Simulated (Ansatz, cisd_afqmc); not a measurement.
Species: F, charge 0, doublet.

Total energies in cc-pVTZ, 7 correlated electrons, 1 frozen orbitals. Open shells are spin-unrestricted; no spin-orbit coupling. Correlated methods leave the cores frozen. No relativity. AFQMC is phaseless with a CISD trial state; ± is one standard error, without the phaseless bias. Outlying blocks are dropped, and bars are widened where a walk drifts. Over all cases where full CI ran beside it in this data, AFQMC minus full CI had a median of +0.1 mEh and passed +0.4 mEh in a tenth of the cases. Full CI freezes restricted core orbitals and the other rows unrestricted ones, which leaves a small offset even where coupled cluster is exact.

```csv
method,program,energy (Eh),error against FCI (mEh)
HF,Ansatz,-99.40552,215.01
MP2,Ansatz,-99.60536,15.18
CCSD,Ansatz,-99.61677,3.77
CCSD(T),Ansatz,-99.62036,0.18
CCSDT(Q),Ansatz,-99.62061,-0.07
CCSDTQ,Ansatz,-99.62060,-0.06
AFQMC/CISD,cisd_afqmc,-99.6204 ± 0.0001,0.1 ± 0.1
FCI,Ansatz,-99.62054,0.00
```

Ansatz is an electronic-structure program.
